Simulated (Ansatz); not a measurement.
`FB[SiH2]Cl` + HBr → `FBBr` + `[SiH3]Cl` at 700 K and 1 bar (cleavage of the B–Si bond).

Gas-phase electronic energies from Ansatz, PBE0-D4/def2-TZVP geometries. CBS: MP2 limit from def2 TZ/QZ plus the TZ coupled-cluster correction, frozen cores. This one scheme is used for every species. For Br outer-core shells are correlated without core-valence functions, which leaves a few kJ/mol of doubt a bond. Scalar relativity is left out up to krypton. Each species was taken in one conformer, which may not be the lowest.

```json
{"species": "`FB[SiH2]Cl`", "CCSD(T)/CBS energy (Eh)": "-875.32301", "H − E (kJ/mol)": "148.5", "S (J/(mol·K))": "414.6"}
{"species": "HBr", "CCSD(T)/CBS energy (Eh)": "-2573.91920", "H − E (kJ/mol)": "36.5", "S (J/(mol·K))": "223.7"}
{"species": "`FBBr`", "CCSD(T)/CBS energy (Eh)": "-2698.59010", "H − E (kJ/mol)": "76.6", "S (J/(mol·K))": "322.6"}
{"species": "`[SiH3]Cl`", "CCSD(T)/CBS energy (Eh)": "-750.69636", "H − E (kJ/mol)": "107.0", "S (J/(mol·K))": "306.3"}
```

H − E and S are ideal-gas, rigid-rotor, harmonic terms from PBE0-D4/def2-TZVP, for one conformer and one mirror image of each species. 1 Eh = 2625.50 kJ/mol, R = 8.31446 J/(mol·K).

Q: By hand: ΔE, ΔH, ΔS and ΔG.

A: ΔE = (-2698.59010) + (-750.69636) − (-875.32301) − (-2573.91920) = -0.04425 Eh = -116.2 kJ/mol. Δ(H − E) = 76.6 + 107.0 − 148.5 − 36.5 = -1.4, so ΔH = -117.6 kJ/mol. ΔS = 322.6 + 306.3 − 414.6 − 223.7 = -9.4 J/(mol·K). ΔG = -117.6 − 700 × (-9.4)/1000 = -111.0 kJ/mol.

Q: By hand: the equilibrium constant, and the temperature at which ΔG would vanish if ΔH and ΔS stayed fixed.

A: log₁₀ K = −ΔG/(RT ln 10) = 8.3. ΔG = 0 at ΔH/ΔS = 12511 K, far beyond where these terms or the molecules hold.

The number of gas molecules stays the same, so ΔS is small and ΔH decides. A doubt of 5 kJ/mol in ΔE shifts log₁₀ K by 0.4 here. Other conformers and mirror images would add mixing entropy, several J/(mol·K) or more a flexible species. These are equilibria of isolated gas molecules and say nothing of rates. Largest T1 diagnostic: 0.012 (customary marks: 0.02 for closed shells, 0.045 for open ones).
